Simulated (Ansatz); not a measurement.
`CB(S)CCl` + `O[SiH2]S` → `CB(O)S` + `S[SiH2]CCl`  (redistribution)

Calculated with Ansatz (gas phase, PBE0-D4/def2-TZVP geometries, no zero-point term in ΔE). CBS: MP2 limit from def2 TZ/QZ plus the TZ coupled-cluster correction, frozen cores. DFT in def2-TZVPP. B3LYP here is the variant with VWN-RPA as its local correlation; programs differ in this. One conformer a species, not always the lowest.

`CB(S)CCl`:

Cartesian coordinates in Å:
```
C 0.685 0.664 1.253
B 0.109 -0.324 0.179
S 0.365 -2.070 0.388
C -0.663 0.304 -1.044
Cl -1.211 -0.796 -2.337
H 0.967 0.184 2.191
H -0.010 1.479 1.473
H 1.588 1.136 0.845
H -0.235 -2.463 -0.753
H -0.042 1.066 -1.522
H -1.554 0.819 -0.673
```

`O[SiH2]S`:

Z-matrix (Å, degrees):
```
Si
S 1 2.133
O 1 1.642 2 113.5
H 1 1.478 2 111.7 3 117.8
H 1 1.484 2 102.9 3 -122.0
H 2 1.344 1 94.6 3 -65.2
H 3 0.959 1 117.2 2 -51.2
```

`CB(O)S`:

```xyz
9

C     0.630   -0.911    0.087
B    -0.283    0.352    0.223
O    -0.744    0.707    1.451
S    -0.768    1.378   -1.212
H     0.159   -1.665   -0.550
H     1.586   -0.661   -0.384
H     0.832   -1.363    1.059
H    -1.302    1.489    1.467
H    -0.110    0.672   -2.142
```

`S[SiH2]CCl`:

Z-matrix (Å, degrees):
```
Si
C 1 1.880
S 1 2.139 2 111.2
H 1 1.482 2 108.6 3 -122.6
H 1 1.481 2 109.3 3 115.9
Cl 2 1.787 1 108.0 3 -179.3
H 2 1.090 1 112.4 3 61.9
H 2 1.090 1 111.9 3 -60.5
H 3 1.344 1 94.6 2 -72.1
```

```tsv
level	ΔE (kJ/mol)
B3LYP-D4	-8.2
MP2/CBS(def2)	-2.7
```

Problem. What does CCSD(T)/CBS give? (An estimate is asked.)

Solution. Computed: -6.4 kJ/mol. The listed levels differ from it by -1.8, 3.7 kJ/mol.

Largest T1 diagnostic among the species: 0.012.

In def2-TZVPP, CCSD(T) changes the Hartree–Fock value by +4.4 kJ/mol (the triples alone add +0.7 kJ/mol) and MP2 by +8.0 kJ/mol.
